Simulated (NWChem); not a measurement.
System: C$_{2}$H$_{2}$F$_{3}$ cation

The following NWChem deck was run.

```
start job
memory heap 200 mb stack 900 mb global 1100 mb
charge 1
geometry units angstroms noautosym nocenter noautoz
  F      0.158331    -1.813220     0.000000
  C     -0.703357    -0.807140     0.000000
  C     -0.002165     0.488861     0.000000
  F      1.231264     0.572229     0.000000
  F     -0.628107     1.561979     0.000000
  H     -1.377249    -0.804280    -0.888874
  H     -1.377249    -0.804280     0.888874
end
basis spherical
  F library def2-svpd
  C library def2-svpd
  H library def2-svpd
end
dft
  xc b3lyp
  iterations 150
end
property
  response 1 0.0
end
task dft property
```

Structure relaxed at the PBE0/def2-SVP level.

Static field.

Task: What results follow from this input? (B3LYP/def2-SVPD.) Quantities: isotropic polarisability (bohr³); anisotropy (bohr³).

Result: 
| Quantity | Value |
|---|---|
| isotropic polarisability (bohr³) | 25.4 |
| anisotropy (bohr³) | 9.1 |
